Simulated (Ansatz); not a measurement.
ClH7O2Si3 (`[SiH3]O[SiH](Cl)O[SiH3]`). Total charge 0; spin multiplicity 1.

Cartesian coordinates in Å:
```
Si -0.740 -1.501 1.824
O -0.705 0.085 1.392
Si 0.112 1.240 0.617
Cl 2.117 0.993 0.989
O -0.129 1.160 -0.976
Si 0.379 0.489 -2.389
H 0.396 -1.803 2.729
H -2.025 -1.745 2.521
H -0.653 -2.355 0.612
H -0.312 2.553 1.114
H 1.696 1.054 -2.770
H 0.493 -0.984 -2.239
H -0.631 0.813 -3.424
```

(1) Give the diagnostics of a CCSD(T)/def2-TZVPP run (frozen core, the Gaussian-basis code of Ansatz). (Estimate.)

Results:

(1) Computed: T1 = 0.0111, largest single amplitude 0.011, largest double 0.010, (T) share of the correlation energy 3.4 %, 8 CCSD cycles. The RHF solution is stable towards an unrestricted one. T1 lies under the customary mark of 0.02 for closed shells.
